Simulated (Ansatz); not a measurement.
C9H6N4, SMILES C1=CC2=NC=CC3=NC=CC(=N1)N23.

Geometry: r2SCAN-D4/def2-SVP.

Two levels are set side by side: PBE/def2-SVPD (Ansatz, a quantum-chemistry and plane-wave program) and CAM-B3LYP/def2-SVPD (Ansatz). Energy differences of separate SCF runs at the same geometry. Differences are taken from unrounded values.

```tsv
quantity	CAM-B3LYP
vertical singlet–triplet gap (eV)	2.09
```

Problem. What does PBE give, and how far is it from CAM-B3LYP? (The exact figures need the calculation; the answer reports its results.)

Solution. 
```
quantity                            PBE  PBE minus CAM-B3LYP
---------------------------------  ----  -------------------
vertical singlet–triplet gap (eV)  1.81                -0.28
```
